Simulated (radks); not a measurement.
Question: Sn XXIX, 22 electrons, occupied as [Ar] 3d4. All-electron calculation, Dirac Kohn-Sham, BLYP, spin-unpolarised, spherical densities, finite nucleus; open shells fill j = l - 1/2 first; Fermi nuclear charge, rms radius 4.6519 fm. Program: a radial shooting solver on a logarithmic mesh with Libxc functionals.

Spin-orbit splittings of the eigenvalues, e(l+1/2) - e(l-1/2), with zeta = 2 splitting/(2l+1) and mean radii in bohr:

shell  occ.  splitting (eV)  zeta (eV)  <r> j=l-1/2  <r> j=l+1/2
2p        6           232.9      155.3       0.1052       0.1104
3p        6           50.22      33.48       0.3061       0.3152
3d        4               ?          ?       0.2794       0.2822

Estimate the 3d splitting.

Answer: 11.20 eV (zeta = 4.478 eV).
